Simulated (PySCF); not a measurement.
# Magnetisability and related constants of `COC(=O)[C@H](C)O[SiH3]`, C₄H₁₀O₃Si

Method used: GIAO B3LYP/6-31G* magnetisability, non-relativistic, IEF-PCM tetrahydrofuran (PySCF). Geometry: GFN2-xTB.

Input:
```
{"job": {"kind": "mag", "xc": "B3LYP", "basis": "6-31G*", "solvent": "tetrahydrofuran"}, "charge": 0, "multiplicity": 1}
C      2.793199    -0.409807    -0.771461
O      1.750241    -0.501120     0.196211
C      0.616380     0.122145    -0.105927
O      0.436516     0.748813    -1.116682
C     -0.446172    -0.075069     0.960000
C     -0.974852    -1.510703     0.838207
O     -1.466008     0.841814     0.829020
Si    -1.976809     1.674261    -0.479377
H      3.630668    -0.970537    -0.365379
H      2.466106    -0.836710    -1.721129
H      3.069808     0.633728    -0.930094
H      0.019474     0.060898     1.946894
H     -1.392643    -1.659813    -0.154962
H     -0.173436    -2.223439     1.011599
H     -1.761042    -1.662063     1.572648
H     -1.133206     2.818258    -0.810368
H     -3.228694     2.126062     0.125232
H     -2.238289     0.829597    -1.642753
```
Coordinates are in Å.

Command: `OMP_NUM_THREADS=1 python excited_run.py task.json out`

Question: Show the output.

Answer: Atoms count from 0.
```
coarse grid: 15432 points
cycle   1  E = -673.4862341258  dE =  1.169e+00  |g| = 1.102e+00  |ddm| = 3.882e+00
cycle   2  E = -673.0131980186  dE =  4.730e-01  |g| = 1.930e+00  |ddm| = 2.226e+00
cycle   3  E = -673.7005063020  dE = -6.873e-01  |g| = 2.528e-01  |ddm| = 1.567e+00
cycle   4  E = -673.7113297847  dE = -1.082e-02  |g| = 1.084e-01  |ddm| = 2.530e-01
cycle   5  E = -673.7133570630  dE = -2.027e-03  |g| = 2.526e-02  |ddm| = 8.192e-02
cycle   6  E = -673.7134981428  dE = -1.411e-04  |g| = 5.324e-03  |ddm| = 2.475e-02
cycle   7  E = -673.7135042127  dE = -6.070e-06  |g| = 1.284e-03  |ddm| = 4.671e-03
final grid: 144104 points
cycle   8  E = -673.6337576731  dE = -2.173e-05  |g| = 6.244e-03  |ddm| = 2.136e-02
cycle   9  E = -673.6337525906  dE =  5.083e-06  |g| = 7.999e-03  |ddm| = 1.139e-02
cycle  10  E = -673.6337670765  dE = -1.449e-05  |g| = 1.149e-03  |ddm| = 6.405e-03
cycle  11  E = -673.6337673171  dE = -2.405e-07  |g| = 2.404e-04  |ddm| = 9.429e-04
cycle  12  E = -673.6337673258  dE = -8.754e-09  |g| = 1.176e-04  |ddm| = 2.435e-04
cycle  13  E = -673.6337673283  dE = -2.454e-09  |g| = 3.158e-05  |ddm| = 1.016e-04
cycle  14  E = -673.6337673285  dE = -2.053e-10  |g| = 5.423e-06  |ddm| = 2.862e-05
converged SCF energy = -673.6337673285

Magnetisability tensor (1e-30 J/T^2)
    -1192.67      -33.29       -4.23
      -33.29    -1252.64      -53.59
       -4.23      -53.59    -1155.55
isotropic -1200.29   principal values   -1287.39  -1183.36  -1130.12
isotropic susceptibility -72.283 1e-6 cm^3/mol

Inertial axes            a          b          c
rot. const./GHz      2.9846     1.1559     0.9114
chi total           -71.073    -70.264    -75.512
chi diamagnetic    -536.464  -1157.719  -1445.264
chi paramagnetic    465.391   1087.455   1369.752
quadrupole/D A        3.835     -2.135     -1.700
```

It took 21 s wall time on 1 thread of an AMD EPYC 7R13, shared host, peak memory 0.78 GiB.
